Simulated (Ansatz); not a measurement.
Born–Oppenheimer molecular dynamics of Cl3FH2OZr (8 atoms, charge 0, multiplicity 1). It starts at the highest image of a converged band, a first-order saddle point between two minima.

These are results of RKS BLYP-D4/def2-SVP (Ansatz 0.2.0), not measurements.

```json
{"ensemble": "NVE (velocity Verlet)", "time step": "0.5 fs", "steps asked": "200", "starting velocities drawn for": "100 K", "seed": "9122"}
```

Frames 1 fs apart, positions in Å, forces in eV/Å.

Velocities at 85 fs (Å/ps):

```
Zr -0.10 0.97 0.56
Cl 0.85 0.02 2.58
Cl -1.36 0.45 -1.95
F 1.31 1.68 -3.23
Cl 2.19 -2.75 4.88
O -4.15 -3.07 -10.22
H 7.25 29.21 -22.18
H -15.91 -19.30 1.01
```

```xyz
8
Properties=species:S:1:pos:R:3:forces:R:3 time_fs=85 energy_less_start_eV=-0.248 T=420
Zr 0.232 -0.284 0.019 -0.16 -0.19 -2.36
Cl 0.940 0.211 2.096 0.74 0.42 2.86
Cl 2.099 0.733 -1.078 -0.28 -0.22 0.01
F -1.233 0.918 -0.122 -0.10 0.18 0.15
Cl -0.605 -1.722 -1.687 -0.19 -0.71 -0.36
O 0.286 -2.481 1.077 -0.01 1.22 -2.83
H -0.241 -3.193 0.674 -0.09 -0.26 0.15
H 0.385 -2.542 2.004 0.08 -0.45 2.39
8
Properties=species:S:1:pos:R:3:forces:R:3 time_fs=86 energy_less_start_eV=-0.280 T=460
Zr 0.231 -0.283 0.020 -0.12 -0.15 -2.28
Cl 0.941 0.211 2.099 0.72 0.40 2.80
Cl 2.097 0.733 -1.080 -0.28 -0.22 0.01
F -1.232 0.919 -0.125 -0.11 0.19 0.15
Cl -0.603 -1.724 -1.682 -0.20 -0.72 -0.39
O 0.282 -2.484 1.066 0.79 2.00 -0.98
H -0.235 -3.166 0.652 -0.74 -1.14 -0.36
H 0.369 -2.563 2.015 -0.07 -0.36 1.05
8
Properties=species:S:1:pos:R:3:forces:R:3 time_fs=87 energy_less_start_eV=-0.288 T=472
Zr 0.231 -0.282 0.020 -0.07 -0.12 -2.18
Cl 0.942 0.211 2.103 0.69 0.38 2.72
Cl 2.096 0.734 -1.082 -0.27 -0.22 0.01
F -1.231 0.921 -0.128 -0.11 0.19 0.15
Cl -0.601 -1.727 -1.677 -0.21 -0.73 -0.43
O 0.279 -2.485 1.055 1.22 2.18 0.91
H -0.236 -3.150 0.626 -1.03 -1.49 -0.59
H 0.353 -2.588 2.036 -0.21 -0.19 -0.60
8
Properties=species:S:1:pos:R:3:forces:R:3 time_fs=88 energy_less_start_eV=-0.292 T=476
Zr 0.231 -0.281 0.020 -0.02 -0.08 -2.05
Cl 0.943 0.211 2.107 0.65 0.36 2.62
Cl 2.094 0.734 -1.083 -0.27 -0.22 0.01
F -1.230 0.923 -0.132 -0.12 0.19 0.15
Cl -0.599 -1.731 -1.673 -0.23 -0.75 -0.46
O 0.276 -2.486 1.044 0.95 1.56 1.77
H -0.246 -3.147 0.596 -0.70 -1.05 -0.34
H 0.335 -2.615 2.052 -0.26 0.00 -1.70
8
Properties=species:S:1:pos:R:3:forces:R:3 time_fs=89 energy_less_start_eV=-0.305 T=494
Zr 0.231 -0.281 0.020 0.03 -0.04 -1.90
Cl 0.945 0.212 2.112 0.61 0.32 2.49
Cl 2.092 0.734 -1.085 -0.26 -0.22 0.01
F -1.228 0.925 -0.134 -0.12 0.19 0.15
Cl -0.597 -1.734 -1.668 -0.24 -0.76 -0.50
O 0.273 -2.485 1.034 0.25 0.54 1.64
H -0.263 -3.155 0.562 -0.03 -0.17 0.20
H 0.314 -2.641 2.051 -0.23 0.14 -2.10
8
Properties=species:S:1:pos:R:3:forces:R:3 time_fs=90 energy_less_start_eV=-0.328 T=523
Zr 0.231 -0.280 0.019 0.07 0.01 -1.74
Cl 0.946 0.212 2.118 0.56 0.29 2.35
Cl 2.091 0.734 -1.087 -0.26 -0.21 0.01
F -1.227 0.927 -0.137 -0.12 0.18 0.15
Cl -0.595 -1.738 -1.664 -0.26 -0.77 -0.54
O 0.271 -2.484 1.025 -0.43 -0.32 0.92
H -0.280 -3.163 0.530 0.58 0.61 0.67
H 0.291 -2.667 2.031 -0.15 0.21 -1.83
8
Properties=species:S:1:pos:R:3:forces:R:3 time_fs=91 energy_less_start_eV=-0.361 T=565
Zr 0.231 -0.279 0.018 0.12 0.07 -1.57
Cl 0.948 0.213 2.125 0.51 0.25 2.19
Cl 2.089 0.734 -1.089 -0.25 -0.21 0.01
F -1.226 0.929 -0.140 -0.12 0.17 0.15
Cl -0.593 -1.742 -1.659 -0.28 -0.77 -0.58
O 0.269 -2.483 1.016 -0.85 -0.71 -0.17
H -0.292 -3.167 0.504 0.93 1.04 0.89
H 0.267 -2.690 1.994 -0.06 0.15 -0.92
8
Properties=species:S:1:pos:R:3:forces:R:3 time_fs=92 energy_less_start_eV=-0.387 T=598
Zr 0.231 -0.278 0.018 0.16 0.13 -1.41
Cl 0.950 0.213 2.132 0.46 0.22 2.03
Cl 2.087 0.734 -1.091 -0.25 -0.21 0.00
F -1.225 0.932 -0.143 -0.11 0.16 0.15
Cl -0.592 -1.746 -1.655 -0.29 -0.76 -0.61
O 0.266 -2.482 1.008 -0.93 -0.58 -1.45
H -0.295 -3.161 0.487 0.95 1.09 0.80
H 0.242 -2.712 1.949 0.01 -0.05 0.48
8
Properties=species:S:1:pos:R:3:forces:R:3 time_fs=93 energy_less_start_eV=-0.396 T=611
Zr 0.231 -0.277 0.017 0.20 0.20 -1.25
Cl 0.952 0.214 2.139 0.40 0.18 1.86
Cl 2.085 0.734 -1.093 -0.24 -0.21 0.00
F -1.224 0.934 -0.145 -0.10 0.15 0.15
Cl -0.590 -1.750 -1.652 -0.30 -0.74 -0.65
O 0.262 -2.482 0.998 -0.65 -0.03 -2.32
H -0.289 -3.144 0.477 0.66 0.74 0.40
H 0.217 -2.734 1.908 0.03 -0.29 1.81
8
Properties=species:S:1:pos:R:3:forces:R:3 time_fs=94 energy_less_start_eV=-0.411 T=629
Zr 0.231 -0.276 0.016 0.24 0.27 -1.08
Cl 0.954 0.215 2.148 0.34 0.14 1.68
Cl 2.083 0.734 -1.095 -0.23 -0.20 0.00
F -1.224 0.937 -0.148 -0.08 0.13 0.15
Cl -0.588 -1.754 -1.648 -0.31 -0.72 -0.68
O 0.258 -2.482 0.987 -0.07 0.65 -1.89
H -0.277 -3.120 0.471 0.07 0.04 -0.30
H 0.192 -2.760 1.884 0.06 -0.31 2.12
8
Properties=species:S:1:pos:R:3:forces:R:3 time_fs=95 energy_less_start_eV=-0.427 T=650
Zr 0.230 -0.275 0.015 0.27 0.33 -0.90
Cl 0.957 0.215 2.156 0.28 0.10 1.50
Cl 2.081 0.734 -1.097 -0.22 -0.20 0.00
F -1.223 0.939 -0.150 -0.07 0.12 0.15
Cl -0.587 -1.759 -1.644 -0.31 -0.70 -0.71
O 0.254 -2.482 0.976 0.53 1.10 -0.18
H -0.265 -3.097 0.462 -0.63 -0.78 -1.08
H 0.168 -2.787 1.879 0.16 0.03 1.22
8
Properties=species:S:1:pos:R:3:forces:R:3 time_fs=96 energy_less_start_eV=-0.427 T=651
Zr 0.230 -0.274 0.013 0.30 0.38 -0.72
Cl 0.959 0.216 2.165 0.23 0.06 1.32
Cl 2.079 0.734 -1.099 -0.21 -0.19 -0.01
F -1.222 0.942 -0.153 -0.06 0.10 0.15
Cl -0.585 -1.764 -1.641 -0.32 -0.68 -0.74
O 0.251 -2.480 0.963 0.76 1.02 1.57
H -0.258 -3.080 0.442 -0.99 -1.20 -1.48
H 0.146 -2.815 1.886 0.29 0.50 -0.10
```

Of the whole run (100 fs, mean temperature of the second half 562 K): The conserved energy stayed within 0.17 meV per atom of its start (net change -0.026 meV per atom), so the integration is sound. The kinetic energy rose, since the run started high on the potential surface and went downhill. A run of 0.1 ps of so small a system gives no equilibrium averages. The orbitals stay closed-shell, which can raise the energy where a bond breaks towards radicals; this wasn't checked here.

Time of the run: 6.4 min on 4 threads of Arm Neoverse V1, with other jobs on the host, peak memory 0.19 GiB.
